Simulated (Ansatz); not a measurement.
Computed with Ansatz on PBE0-D4/def2-TZVP structures; ΔE is electronic, products minus reactants. CCSD(T)/CBS adds triple-zeta CCSD(T) − MP2 to the extrapolated MP2 energy (def2 sets, frozen cores). Functionals use def2-TZVPP. B3LYP here is the variant with VWN-RPA as its local correlation; programs differ in this. For Ge outer-core shells are correlated without core-valence functions, which leaves a few kJ/mol of doubt a bond. Scalar relativity is left out up to krypton. One conformer a species, not always the lowest.

`[GeH3][SiH2][GeH2][SiH2][GeH2][GeH3]` + `CCN[SiH2]Cl` → `CC[N]([GeH3])[SiH2]Cl` + `[GeH3][SiH2][GeH2][SiH2][GeH3]`  (cleavage of the Ge–Ge bond)

Task: Is it downhill or uphill in electronic energy at CCSD(T)/CBS, and by how much? (An estimate is asked.)

Result: Computed: Uphill: ΔE = +0.32 eV.

Task: What do these levels give: revPBE-D4, r2SCAN-D4, B97M-V, B3LYP-D4, ωB97X-V, B2PLYP, revPBE, r2SCANh, r2SCAN0, HF/def2-TZVPP, MP2/def2-TZVPP, SCS-MP2/def2-QZVPP? (An estimate is asked.)

Result: Computed: revPBE-D4 0.38, r2SCAN-D4 0.39, B97M-V 0.27, B3LYP-D4 0.37, ωB97X-V 0.32, B2PLYP 0.34, revPBE 0.46, r2SCANh 0.39, r2SCAN0 0.40, HF/def2-TZVPP 0.26, MP2/def2-TZVPP 0.28, SCS-MP2/def2-QZVPP 0.25 eV.

Largest T1 diagnostic among the species: 0.012.

From BLYP to BHLYP (50 % exact exchange), in def2-TZVPP and without D4, ΔE moves by −0.06 eV. Leaving LDA and LC-ωPBE aside and taking each functional with its dispersion term where it has one, the values, not all of them listed here, spread over 0.18 eV, from B97M-V to PBE-D4. LDA lies −0.03 eV from PBE without D4.
